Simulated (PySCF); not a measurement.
## Radial density of Kr⁺ (krypton, charge +1)

PBEsol, [Ar] 3d10 4s2 4p5, 2P determinant. Calculation: PySCF 2.14, in aug-cc-pwCVDZ-PP with ECP10MDF (6s5p4d1f, 48 functions); a scalar-relativistic core potential. This is the valence pseudo-density: the core potential removes the inner electrons and smooths the orbitals near the nucleus.

```json
{"r (bohr)": "0.000619", "4πr²ρ (e/bohr)": "5.411e-05", "4πr²(ρα − ρβ)": "0.0000"}
{"r (bohr)": "0.00104", "4πr²ρ (e/bohr)": "0.0001529", "4πr²(ρα − ρβ)": "0.0000"}
{"r (bohr)": "0.00175", "4πr²ρ (e/bohr)": "0.0004305", "4πr²(ρα − ρβ)": "0.0000"}
{"r (bohr)": "0.00295", "4πr²ρ (e/bohr)": "0.001203", "4πr²(ρα − ρβ)": "0.0000"}
{"r (bohr)": "0.00495", "4πr²ρ (e/bohr)": "0.003286", "4πr²(ρα − ρβ)": "0.0000"}
{"r (bohr)": "0.00833", "4πr²ρ (e/bohr)": "0.008457", "4πr²(ρα − ρβ)": "0.0000"}
{"r (bohr)": "0.0140", "4πr²ρ (e/bohr)": "0.01890", "4πr²(ρα − ρβ)": "0.0000"}
{"r (bohr)": "0.0236", "4πr²ρ (e/bohr)": "0.03375", "4πr²(ρα − ρβ)": "0.0000"}
{"r (bohr)": "0.0397", "4πr²ρ (e/bohr)": "0.05859", "4πr²(ρα − ρβ)": "0.0000"}
{"r (bohr)": "0.0667", "4πr²ρ (e/bohr)": "0.1989", "4πr²(ρα − ρβ)": "0.0001"}
{"r (bohr)": "0.112", "4πr²ρ (e/bohr)": "1.446", "4πr²(ρα − ρβ)": "0.0011"}
{"r (bohr)": "0.189", "4πr²ρ (e/bohr)": "8.285", "4πr²(ρα − ρβ)": "0.0154"}
{"r (bohr)": "0.317", "4πr²ρ (e/bohr)": "28.13", "4πr²(ρα − ρβ)": "0.1122"}
{"r (bohr)": "0.534", "4πr²ρ (e/bohr)": "32.44", "4πr²(ρα − ρβ)": "0.0611"}
{"r (bohr)": "0.898", "4πr²ρ (e/bohr)": "9.062", "4πr²(ρα − ρβ)": "0.1741"}
{"r (bohr)": "1.51", "4πr²ρ (e/bohr)": "5.191", "4πr²(ρα − ρβ)": "0.6903"}
{"r (bohr)": "2.54", "4πr²ρ (e/bohr)": "1.506", "4πr²(ρα − ρβ)": "0.2392"}
{"r (bohr)": "4.27", "4πr²ρ (e/bohr)": "0.07131", "4πr²(ρα − ρβ)": "0.0103"}
```

Energies and moments cover only the electrons outside the core potential.
